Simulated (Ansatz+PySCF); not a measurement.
A calculation with Ansatz (development build ahead of 0.2.0).

```yaml
crystal:
  periodic: [false, false, false]
  atoms:
    - { symbol: Ag, position_ang: [0.0, 0.0, -0.56231] }
    - { symbol: Cl, position_ang: [0.0, 0.0, 1.55461] }
basis:
  gaussian: { orbitals: def2-SVP }
magnetization:
  spin_polarized: true
hamiltonian:
  xc: hf
correlation:
  method: mp2
  frozen_orbitals: { Ag: 0, Cl: 5 }
```

The input is written out in the form of the current development build from the run's settings. The basis set brings a core potential for Ag, so the total leaves out those core electrons.

Results

* Converged: yes
* Reference energy: -605.46362 hartree
* Correlation energy: -0.46525 hartree
* Total energy: -605.92887 hartree
* Spin squared of the determinant: 0.000
* Stability test: minimum
* Occupied orbitals by symmetry in an Abelian subgroup (alpha; beta): 9 A1 1 A2 4 B1 4 B2; 9 A1 1 A2 4 B1 4 B2
